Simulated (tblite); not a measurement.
Compound: C₅H₈F₂SeSi.
Atom-mapped SMILES: `[CH2:1]=[CH:2][CH2:3][C@@H:4]1[Se:5][C@@H:6]([F:7])[Si@H:8]1[F:9]` (hydrogens: H10, H11 on C1; H12 on C2; H13, H14 on C3; H15 on C4; H16 on C6; H17 on Si8)

Computed with GFN2-xTB (tblite), gas phase: L-BFGS steps from a force-field or distance-geometry start until the largest atomic force falls under 0.01 eV/Å.

Step 22: E = -793.0510 eV
```
atom  x, y, z in Å  |  force x, y, z in eV/Å
C1      2.9521    0.0207    0.6465    0.017   0.007   0.033
C2      2.1833   -0.2685   -0.3865   -0.012  -0.032   0.030
C3      0.8869    0.4319   -0.6772    0.009   0.014   0.019
C4     -0.1980    0.0710    0.3339   -0.036  -0.070  -0.010
Se5    -0.8437   -1.8445    0.1847   -0.001   0.074  -0.017
C6     -2.6213   -0.9810   -0.1570    0.030   0.004  -0.031
F7     -3.5676   -1.3604    0.7511    0.030   0.023   0.013
Si8    -1.9343    0.8127    0.0277   -0.016   0.003   0.008
F9     -2.5507    1.5500    1.3147    0.039  -0.038  -0.014
H10     3.8643   -0.5131    0.8458    0.012  -0.010   0.000
H11     2.7011    0.8059    1.3411    0.007   0.032  -0.007
H12     2.4625   -1.0672   -1.0592   -0.048  -0.013  -0.007
H13     1.0268    1.5146   -0.6172    0.054   0.027  -0.032
H14     0.5512    0.1841   -1.6858   -0.019   0.028   0.027
H15     0.1853    0.2039    1.3479   -0.004   0.028  -0.018
H16    -2.9908   -1.2834   -1.1390   -0.050  -0.010  -0.026
H17    -2.1141    1.7353   -1.0816   -0.013  -0.067   0.031
```

Step 23: E = -793.0522 eV
```
atom  x, y, z in Å  |  force x, y, z in eV/Å
C1      2.9558    0.0202    0.6465    0.009   0.007   0.037
C2      2.1836   -0.2695   -0.3840   -0.011  -0.043   0.046
C3      0.8882    0.4335   -0.6751    0.047   0.015  -0.013
C4     -0.2009    0.0729    0.3302   -0.012  -0.074  -0.019
Se5    -0.8436   -1.8426    0.1805   -0.007   0.067  -0.020
C6     -2.6233   -0.9797   -0.1567    0.054  -0.030  -0.029
F7     -3.5649   -1.3610    0.7541    0.008   0.022   0.025
Si8    -1.9375    0.8121    0.0236   -0.004   0.029   0.018
F9     -2.5488    1.5438    1.3154    0.028  -0.021   0.002
H10     3.8671   -0.5159    0.8467   -0.006   0.001  -0.007
H11     2.7067    0.8081    1.3391    0.016   0.031  -0.007
H12     2.4594   -1.0726   -1.0533   -0.054  -0.004  -0.009
H13     1.0305    1.5156   -0.6159    0.053   0.039  -0.014
H14     0.5575    0.1883   -1.6850   -0.038   0.016  -0.005
H15     0.1820    0.2056    1.3433   -0.009   0.033   0.022
H16    -2.9931   -1.2833   -1.1371   -0.067  -0.022  -0.051
H17    -2.1258    1.7366   -1.0823   -0.008  -0.066   0.025
```

Task: Estimate the geometry and energy of step 24. (The exact step hangs on the optimiser's Hessian estimate; all steps are aligned on step 23, rigid shifts and turns removed.)

Result: E = -793.0536 eV, largest force 0.104 eV/Å
```
atom  x, y, z in Å  |  force x, y, z in eV/Å
C1      2.9603    0.0197    0.6472   -0.007   0.002   0.030
C2      2.1838   -0.2716   -0.3800   -0.009  -0.042   0.053
C3      0.8902    0.4357   -0.6728    0.071   0.013  -0.041
C4     -0.2044    0.0739    0.3255    0.030  -0.036  -0.023
Se5    -0.8435   -1.8393    0.1751   -0.008   0.033  -0.025
C6     -2.6247   -0.9789   -0.1572    0.055  -0.057  -0.031
F7     -3.5613   -1.3610    0.7582   -0.007   0.021   0.027
Si8    -1.9413    0.8117    0.0189    0.019   0.035   0.028
F9     -2.5460    1.5360    1.3168    0.012   0.002   0.027
H10     3.8704   -0.5193    0.8477   -0.024   0.012  -0.009
H11     2.7136    0.8113    1.3366    0.027   0.027  -0.008
H12     2.4547   -1.0790   -1.0465   -0.057   0.003  -0.005
H13     1.0361    1.5175   -0.6147    0.047   0.035   0.010
H14     0.5644    0.1936   -1.6842   -0.048   0.003  -0.034
H15     0.1776    0.2082    1.3382   -0.019   0.032   0.056
H16    -2.9971   -1.2834   -1.1358   -0.078  -0.032  -0.061
H17    -2.1398    1.7369   -1.0829   -0.004  -0.053   0.007
```

The energy changes by -0.0014 eV. The first-order estimate −F·Δx gives -0.0019 eV and the mean of the old and new forces, exact on a quadratic surface, -0.0014 eV. The step makes an angle of 73° with the force vector and moves no atom by more than 0.014 Å.

The cost below is that of the whole relaxation. Hardware: one thread, Arm Neoverse N1 (aarch64), no GPU, shared host with 64 logical CPUs at a one-minute load of 62. Cost: 1.7 s of wall time.
